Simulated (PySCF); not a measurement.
An unknown shows these calculated signals:

¹H NMR (400 MHz, computed): δ 6.16 (br s, 1H).

¹³C{¹H} NMR (computed): δ 162.3 (C, q, J = 48.1 Hz), 119.6 (C, q, J = 355.4 Hz).

PySCF 2.14 calculation with PBE0/pcSseg-1 with gauge-including orbitals, geometry from PBE0-D3(BJ)/def2-SVP and B3LYP/pcJ-1 coupling constants; no solvent model, fast rotation and ring inversion assumed for equivalent nuclei, one conformer, non-relativistic.

Scale: ¹H (31.27 ppm), ¹³C (184.41 ppm) vs TMS (reference shieldings calculated alike).

**Question.** Which of these does the molecule contain: an OH group, an ester, an aldehyde, a carboxylic acid, a CH3CH2 unit, a CF3 group?

**Answer.** 
- An OH group: yes (δH 6.16 (br s)).
- An ester: no.
- An aldehyde: no.
- A carboxylic acid: yes (δC 162.3; δH 6.16 (br s)).
- A CH3CH2 unit: no.
- A CF3 group: yes (δC 119.6).

The data belong to `InChI=1S/C2HF3O2/c3-2(4,5)1(6)7/h(H,6,7)`; they needn't prove each group on their own.

Carbon signals by region: 1 in the far downfield region (above 160 ppm), 1 in the sp2 and nitrile region (100–160 ppm). Above 160 ppm: 162.3, carboxylic acid carbon.

OH and NH positions are those of a molecule without intermolecular hydrogen bonds; in solution they move with solvent, concentration and temperature, and exchange usually removes their couplings. Common functionals overestimate the size of one-bond C–F couplings by tens of Hz; these are unscaled. Shifts are as computed. Against solution values, carbons near 30 ppm lie about +2 ppm off and those near 130 ppm about +5 ppm. Of 1211 compounds with measured shifts, 218 miss one by over three times the rms of a fit or turn the order of signals round; such compounds aren't used in these exercises. Hydrogen bonding in solution deshields acid and N–H amide carbonyl carbons by as much as 10 ppm beyond these values.
